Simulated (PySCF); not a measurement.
How methods differ on the ionisation energy of Nb⁺

Nb⁺ [Kr] 4d4 (5D) → Nb²⁺ [Kr] 4d3 (4F), as a difference of total energies. All numbers are calculated (PySCF 2.14, scalar relativity by spin-free X2C-1e, in x2c-TZVPPall (8s6p6d2f1g, 79 functions)). Correlated levels: valence: [Kr] frozen. The calculations carry no spin-orbit coupling.

```tsv
method	ionisation energy (eV)	difference from reference (eV)
UHF	13.068	-1.252
MP2 (valence)	13.608	-0.712
SCS-MP2 (valence)	13.248	-1.072
CCSD (valence)	13.685	-0.635
CCSD(T) (valence)	13.699	-0.621
```

Reference: 14.32 eV (semi-empirical (NIST evaluation); NIST Atomic Spectra Database, ionization energies).

The reference lies between the lowest fine-structure levels, while these numbers refer to the centres of the terms.

Errors of the correlated levels include the incompleteness of this basis and the frozen core.
